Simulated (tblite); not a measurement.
A tight-binding relaxation on `N#CCP1CCCCC1`.

Computed with GFN2-xTB geometry optimisation, gas phase (tblite 0.8.0). Start geometry: from a force field or distance geometry. The input is one job of a driver script: a line of settings, then coordinates in Å.

Command:
```bash
OMP_NUM_THREADS=1 python probes_run.py task.json out
```

Input:
```
{"job": {"kind": "relax", "xc": "GFN2-xTB", "basis": "xTB"}, "charge": 0, "multiplicity": 1}
N     -3.612700     1.111800     1.952600
C     -3.189000     0.426100     1.126500
C     -2.596700    -0.475700     0.108000
P     -0.844400    -0.210500    -0.006100
C     -0.178600     1.319600    -0.692000
C      1.195600     0.951400    -1.231300
C      1.956800     0.406400    -0.025200
C      1.720900    -1.078200     0.192900
C      0.330000    -1.341200     0.792500
H     -2.886200    -1.518900     0.333300
H     -3.126000    -0.204100    -0.843800
H     -0.826400     1.769900    -1.475400
H     -0.077600     2.068000     0.128500
H      1.716700     1.788700    -1.720900
H      1.026600     0.089000    -1.895800
H      3.031200     0.620200    -0.212400
H      1.606300     0.900000     0.909600
H      1.674500    -1.530800    -0.836500
H      2.509400    -1.564100     0.779600
H      0.457700    -1.108400     1.885700
H      0.102900    -2.402200     0.729700
```

Output:
```
step      E/eV     max force
  0    -718.80734    2.917
  1    -719.18725    2.927
  2    -719.31354    8.492
  3    -719.85489    2.619
  4    -720.18562    2.437
  5    -720.39996    0.975
  6    -720.46379    1.041
  7    -720.53279    0.936
  8    -720.69724    0.942
  9    -720.78690    0.982
... (82 lines left out)
 92    -721.65641    0.044
 93    -721.65658    0.036
 94    -721.65670    0.024
 95    -721.65678    0.018
 96    -721.65685    0.020
 97    -721.65696    0.030
 98    -721.65707    0.030
 99    -721.65716    0.020
100    -721.65720    0.019
101    -721.65721    0.009
```

«max force» is the largest atomic force in eV/Å.

Task: From which step on does the largest force stay under 0.1 eV/Å, and how much energy is left to gain from there?

Result: From step 58 (0.047 eV/Å), 8.9 meV above the end.

Summary of the converged run: energy lowered by 65.7 kcal/mol over 101 steps; largest atomic force 0.009 eV/Å at the end.

Task: Give the final coordinates.

Result: 0.533 Å rms from the input after alignment:
```
atom  x, y, z in Å
N1    -2.3195    0.9912    2.1696
C2    -2.4558    0.3314    1.2436
C3    -2.5735   -0.4857    0.0790
P4    -0.9295   -0.7431   -0.8142
C5    -0.3417    1.0189   -0.8836
C6     1.1649    1.0343   -1.1285
C7     1.9353    0.4384    0.0472
C8     1.5969   -1.0334    0.2726
C9     0.1275   -1.2284    0.6360
H10   -2.9558   -1.4729    0.3541
H11   -3.2673   -0.0245   -0.6299
H12   -0.8603    1.5239   -1.7037
H13   -0.5806    1.5356    0.0506
H14    1.4944    2.0639   -1.2913
H15    1.3928    0.4648   -2.0344
H16    3.0067    0.5335   -0.1423
H17    1.7043    1.0048    0.9529
H18    1.8251   -1.6004   -0.6349
H19    2.2232   -1.4281    1.0769
H20   -0.1315   -0.6270    1.5123
H21   -0.0647   -2.2801    0.8676
```

Hardware: Arm Neoverse V2, one thread, no GPU, shared host with 96 logical CPUs at a one-minute load of 38. Cost: 0.68 s.
Labels such as C1 count atoms from 1, the log's own numbers from 0.
